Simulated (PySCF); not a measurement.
# Exercise with solution: chemical shift, span and skew from a shielding tensor

CH3ClSZn, SMILES C[S][Zn][Cl]. Atoms are numbered in the order given.

```xyz
7

Zn     0.1716    -0.3435     0.0000
Cl    -0.2601    -2.4077     0.0000
S      0.6199     1.7754     0.0000
C     -1.0703     2.4772     0.0000
H     -1.6374     2.1984     0.8987
H     -0.9477     3.5693     0.0000
H     -1.6374     2.1984    -0.8987
```

Coordinates come from a PBE0-D3(BJ)/def2-SVP optimisation. The structure was generated by enumeration; whether it is a known compound was not checked. The values are those of a single conformer.

GIAO shieldings from PBE/pcSseg-1 (PySCF), non-relativistic, no solvent. The symmetric part of the tensor of C4 has the principal values 158.1, 160.4, 186.3 ppm. The same nucleus in TMS has σ = 182.0 ppm at this level (PySCF, at its B3LYP-D3(BJ)/def2-TZVP geometry). Without spin–orbit terms, shifts of atoms bonded to Cl or Br come out too high.

Question: Work out the isotropic shielding, the ¹³C shift against TMS, the span and the skew.

Answer: 
σ(iso) = (σ11 + σ22 + σ33)/3 = 168.3 ppm. δ = σ(ref) − σ(iso) = 182.0 − (168.3) = 13.7 ppm.
Span Ω = σ33 − σ11 = 28.2 ppm. Skew κ = 3(σ(iso) − σ22)/Ω = 0.84. Tumbling in solution averages the tensor to δ; in a static solid the shielding alone would spread this spin-1/2 line over Ω.
